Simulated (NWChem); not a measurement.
C$_{3}$H$_{6}$OSi; SMILES [SiH3]C1=CCO1

```xyz
11

Si     0.0251    -1.8105     0.0000
C     -0.1177     0.0576     0.0000
C     -1.0629     1.0189     0.0000
C      0.0534     2.0312     0.0000
O      1.0043     0.9094     0.0000
H      0.7552    -2.2759    -1.2082
H      0.7552    -2.2759     1.2082
H     -1.3529    -2.3670     0.0000
H     -2.1419     1.0565     0.0000
H      0.1810     2.6436    -0.8987
H      0.1810     2.6436     0.8987
```
Atoms are numbered in this order, from 1.

The geometry was optimised at B3LYP/6-31G* (spherical d).

Symmetry labels are those of Cs in the frame above (b1 and b2, or b-type labels, depend on it).

Task: List the 6 lowest vertical singlet excitations from PBE/def2-SVP, TDA (NWChem).

Result: 
| state | energy (eV) | oscillator strength | symmetry | leading excitation (squared amplitude) |
|---|---|---|---|---|
| S1 | 5.66 | 0.000 | a" | HOMO → LUMO+1 (0.98) |
| S2 | 5.70 | 0.109 | a' | HOMO → LUMO (0.80) |
| S3 | 5.90 | 0.000 | a" | HOMO → LUMO+2 (0.98) |
| S4 | 6.96 | 0.000 | a" | HOMO−2 → LUMO (0.72) |
| S5 | 7.01 | 0.001 | a" | HOMO → LUMO+3 (0.86) |
| S6 | 7.11 | 0.002 | a" | HOMO−3 → LUMO (0.83) |
